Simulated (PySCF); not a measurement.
H4HfS, SMILES [SH][HfH3], multiplicity 1.

The structure is a stationary point at PBE0-D3(BJ)/def2-TZVP. The spin state was assumed, not searched. The def2 effective core potentials stand for the cores of Hf; spin–orbit coupling is left out.

Two levels are set side by side: TDA-PBE/def2-TZVPD (PySCF) and TDA-LC-ωPBE/def2-TZVPD (PySCF). Vertical, same geometry. The lowest singlet is HOMO→LUMO 99 % with PBE and HOMO−1→LUMO+2 53 %, HOMO−2→LUMO+1 23 %, HOMO−1→LUMO 8 % with the other functional; states are paired by order. Differences are taken from unrounded values.

| quantity | TDA-LC-ωPBE |
|---|---|
| lowest singlet excitation (eV) | 4.78 |
| lowest triplet excitation (TDA) (eV) | 4.28 |

Q: What does TDA-PBE give, and how far is it from TDA-LC-ωPBE? (Estimate from the structure and the level; the computed values follow.)

A: 
```
quantity                              TDA-PBE  TDA-PBE minus TDA-LC-ωPBE
------------------------------------  -------  -------------------------
lowest singlet excitation (eV)           3.92                      -0.86
lowest triplet excitation (TDA) (eV)     3.64                      -0.64
```

Functionals without exact exchange tend to place singlet excitations lower, as here. Differences between two approximate levels are no errors against the true value.

Rough cost on one machine, each run with all the roots and properties that it gave: TDA-LC-ωPBE against TDA-PBE about 4 times.
